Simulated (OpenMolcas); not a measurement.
# Ti2+, Zr2+, Hf2+: d2 down the group

```
Program             : OpenMolcas
Method              : SS-CASPT2, IPEA 0.25 Eh, imaginary shift 0.1 Eh
Basis               : ANO-R2
Scalar Hamiltonian  : X2C, finite nucleus
Spin-orbit coupling : state interaction with AMFI integrals over the reference wave functions, term energies averaged over their components
```

Active space for each ion: 2 electrons in 6 orbitals (d s); closed shells correlated by CASPT2: Ti2+ 3s 3p; Zr2+ 4s 4p; Hf2+ 5s 5p.

Computed levels in cm-1 above 3F2:

```
                               Level   Ti2+   Zr2+   Hf2+
                                 3F3    192    721   4170
                                 3F4    440   1565   7450
                                 3P0  11050   8460   9140
                                 3P1  11110   8740  12340
                                 3P2  11250   9270  14100
                                 1G4  14500  11260  15950
                                 1S0  31960  23560  31440
weight of 3F in the lowest level (%)    100     99     76
```

Mixed levels, with the weight of the term that names them: Hf2+ 3P0 (66 %).

Measured, with the error of the calculation in %. Measured levels: Ti2+ from Corliss and Sugar, J. Phys. Chem. Ref. Data 8, 1 (1979); Zr2+ from Moore, Atomic Energy Levels, vol. II, NSRDS-NBS 35 (1971 reprint of NBS Circular 467, 1952); NIST levels as listed in Rynkun, Gaigalas and Jonsson, Astron. Astrophys. 637, A10 (2020).

```
Level          Ti2+          Zr2+
  3F3    185 (+3.8)    681 (+5.9)
  3F4    420 (+4.8)   1486 (+5.3)
  3P0  10538 (+4.8)   8062 (+4.9)
  3P1  10604 (+4.8)   8326 (+5.0)
  3P2  10721 (+4.9)   8838 (+4.9)
  1G4  14398 (+0.7)  11049 (+1.9)
  1S0  32476 (-1.6)  23979 (-1.7)
```

The fine-structure level 3F4 changes by a factor of 16.9 from Ti2+ to Hf2+.

Without spin-orbit coupling 3P lies 10920, 8020, 8170 cm-1 above 3F in that order; the difference to the level 3P0, of either sign, comes from spin-orbit coupling, which also lowers the zero.

CASPT2 breaks the degeneracy within a term, and the mean is taken; among the terms shown or strongly mixed into the levels shown the widest spread is 700 cm-1 (4d2 1G, Zr2+). Over all roots computed the reference weight is 0.91 to 0.96 in Hf2+; the roots of lowest weight are the least certain, and an intruder state may touch them. Terms from blocks run as CI alone lack orbitals of their own. Configurations are named by rounded mean occupations; where the s occupation lies near a half they are strongly mixed, a name can repeat and a true partner stay unpaired (holds for Hf2+). Computed and measured levels are paired by configuration, term and J; levels that our copy of the source lacks, or whose pairing is in doubt (as where it misses far off the trend of its configuration), stay unpaired and out of the deviations. Only configurations of the active space appear.
